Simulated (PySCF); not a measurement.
C₄H₉FNSi₂ (doublet state).
Cartesian coordinates in Å at the GFN2-xTB level; atoms count from 1:
```
atom  x, y, z in Å
C1    -4.0488    1.4457   -0.7004
C2    -3.2602    0.6754   -0.2201
Si3   -2.0277   -0.5086    0.4966
C4    -0.2993    0.1201   -0.0030
Si5    1.1257   -0.9564    0.6095
F6     1.0139   -2.4379   -0.0296
N7     2.6462   -0.4407   -0.0224
C8     3.2560    0.7802    0.1216
H9    -4.7407    2.1205   -1.1175
H10   -2.1692   -0.4977    1.9593
H11   -2.2912   -1.8414   -0.0531
H12   -0.1724    1.1352    0.3731
H13   -0.2535    0.1956   -1.0911
H14    1.1119   -1.1844    2.0512
H15    3.2495   -1.1485   -0.4150
H16    2.6715    1.5890    0.5068
H17    4.1812    0.9659   -0.3834
```

The hyperfine couplings belong to this conformer and change with its torsions.

The species is `C#C[SiH2]C[Si@@H](F)N[CH2]` [radical].

Method: UKS B3LYP, pcH-1 on C F H N Si, non-relativistic, mean-field spin-orbit, GIAO in PySCF. Geometry: GFN2-xTB, one conformer, isolated molecule. A GFN2-xTB geometry isn't a minimum of the functional, and hyperfine couplings can be far from their values at a DFT geometry. No stability test was run, so a lower SCF solution isn't excluded.

The largest Mulliken spin populations are on C8 (+0.90) and N7 (+0.15). The angles at C8 add up to 357.9°, so it is nearly planar; its axial dipolar tensor and the negative couplings of its protons fit spin in a p orbital normal to that plane.

Problem. McConnell's relation a(H) = Q·ρ ties the coupling of a proton on a planar π carbon to the spin population of that carbon. What Q do the computed values give?

Solution. 
```
  H   C    ρ(C)  a(H) (G)  a/ρ (G)
H16  C8  +0.904    -18.59    -20.6
H17  C8  +0.904    -18.26    -20.2
```

These protons share one ρ (within 0.01), so their mean ratio, Q = -20.4 G, is no test of linearity. In every row coupling and population have opposite signs.

Couplings in gauss use g_iso = 2.0028.

Time: 2.1 min (grids of density and orbitals included); peak memory 1.1 GiB. Hardware: an Arm Neoverse V1 with one thread, no GPU (shared host).
